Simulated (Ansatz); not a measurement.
`FC[SiH2][SiH3]` + `[NH2][GeH3]` → `[SiH3][SiH2][NH][GeH3]` + fluoromethane  (ligand exchange at the Si–C bond)

Program: Ansatz. Geometries: PBE0-D4/def2-TZVP. ΔE: electronic, gas phase. CBS: MP2 limit from def2 TZ/QZ plus the TZ coupled-cluster correction, frozen cores. This one scheme is used for every species. For Ge outer-core shells are correlated without core-valence functions, which leaves a few kJ/mol of doubt a bond. Scalar relativity is left out up to krypton. One conformer a species, not always the lowest.

`FC[SiH2][SiH3]`:

Cartesian coordinates in Å:
```
F -2.092 0.014 -0.854
C -1.028 -0.849 -1.097
Si 0.617 -0.010 -0.646
Si 0.549 0.791 1.551
H -1.056 -1.133 -2.154
H -1.182 -1.755 -0.502
H 1.687 -1.038 -0.796
H 0.890 1.098 -1.601
H 1.884 1.317 1.942
H -0.453 1.881 1.681
H 0.184 -0.315 2.477
```

`[NH2][GeH3]`:

```xyz
7

N     0.986    0.114    0.604
Ge   -0.527    0.075   -0.448
H     0.795    0.268    1.584
H     1.556   -0.718    0.523
H    -0.056   -0.116   -1.898
H    -1.525   -1.053   -0.096
H    -1.229    1.430   -0.270
```

`[SiH3][SiH2][NH][GeH3]`:

Z-matrix (Å, degrees):
```
Si
Si 1 2.343
H 1 1.488 2 111.1
H 1 1.489 2 111.0 3 -121.1
H 1 1.491 2 109.7 3 119.4
N 2 1.723 1 110.1 3 -65.7
H 2 1.489 1 110.6 3 52.5
H 2 1.496 1 108.2 3 168.9
Ge 6 1.841 2 126.9 1 150.4
H 6 1.009 2 116.9 1 -46.4
H 9 1.538 6 108.1 2 -152.1
H 9 1.534 6 106.6 2 -32.2
H 9 1.543 6 111.8 2 87.8
```

`CF`:

Cartesian coordinates in Å:
```
C 0.030 0.018 -0.050
F -0.651 -0.381 1.078
H 0.527 -0.849 -0.492
H 0.772 0.769 0.228
H -0.679 0.443 -0.764
```

```tsv
species	CCSD(T)/CBS(def2) energy (Eh)
`FC[SiH2][SiH3]`	-720.18634
`[NH2][GeH3]`	-2133.81884
`[SiH3][SiH2][NH][GeH3]`	-2714.39913
`CF`	-139.63461
```

Question: Work out ΔE.

Answer: ΔE = (-2714.39913) + (-139.63461) − (-720.18634) − (-2133.81884) = -0.02856 Eh = -0.78 eV.

Largest T1 diagnostic among the species: 0.012.

The D4 term adds −0.05 eV with B3LYP and −0.03 eV with PBE0; it sums over pairs of atoms, weighted by their polarisabilities, and B3LYP, whose exchange is more repulsive, gets the larger term. From PBE to PBE0 (25 % exact exchange), in def2-TZVPP and without D4, ΔE moves by −0.07 eV.

B3LYP here is the variant with VWN-RPA as its local correlation; programs differ in this.
